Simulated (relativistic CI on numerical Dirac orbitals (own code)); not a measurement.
**Hyperfine structure of Pb⁶¹⁺, mass number 207**

Calculated at this level of theory: Dirac-Coulomb-Breit CI, separate exchange-only KLI orbitals for each configuration, QED by a radiative potential, unscaled Slater integrals (own radial code, finite nucleus).

Configuration list (outside the closed core [Ne]): 3s²3p⁶3d³, 3s²3p⁵3d⁴, 3s3p⁶3d⁴, 3s²3p⁶3d²4s, 3s²3p⁶3d²4p, 3s²3p⁶3d²4d, 3s²3p⁵3d³4s, 3s²3p⁶3d²4f, 3s²3p⁵3d³4p, 3s3p⁶3d³4s, 3p⁶3d⁴4p, 3p⁶3d⁵, 3p⁵3d⁶, 3p⁵3d⁵4s, 3p⁶3d⁴4s, 3p⁵3d⁴4s², 3s²3p⁶3d4s², 3s²3p⁶4s²4p, 3s²3p⁶4s²4d. Double excitations out of closed p, d and f shells are left out; levels of such configurations are missing from the list, as are those of other unlisted configurations, and high levels can miss mixing partners. These lack a partner that the ground configuration has and come out too high: 3s²3p⁵3d³4p.

Nuclear spin I = 1/2, μ = 0.5906 μN (tables of Stone and Pyykkö). The electronic factors are computed for point nuclear moments, without core polarisation or the Bohr-Weisskopf and QED corrections.

```csv
Level,E (eV),A (GHz)
3s²3p⁶3d³ ⁴F5/2,109.872,107.2
3s²3p⁶3d³ ²G7/2,121.653,118
3s²3p⁶3d³ ⁴P1/2,123.536,-72.93
3s²3p⁶3d³ ⁴F7/2,229.702,85.86
3s²3p⁶3d³ ²P1/2,245.410,-34.55
3s²3p⁶3d³ ²H11/2,245.731,103.2
3s²3p⁶3d³ ²F7/2,257.301,106.9
```

Levels with J = 0, under 50 % of one LS term, or S terms without an open s electron are left out. Small factors come from cancelling terms and can be off by tens of per cent or more.

At this charge energies of transitions that change n are usually good to better than 1 %, and those within a shell (Δn = 0) to a few per cent.

Problem. Give the hyperfine levels of 3s²3p⁶3d³ ⁴F5/2 relative to its centre of gravity.

Solution. With K = F(F + 1) − I(I + 1) − J(J + 1), E = AK/2: F = 2: -187.7, F = 3: 134 GHz.

LS names give the leading component of a level, which can be under half, so a name can repeat, a term be missing and a line seem to break the LS rules.
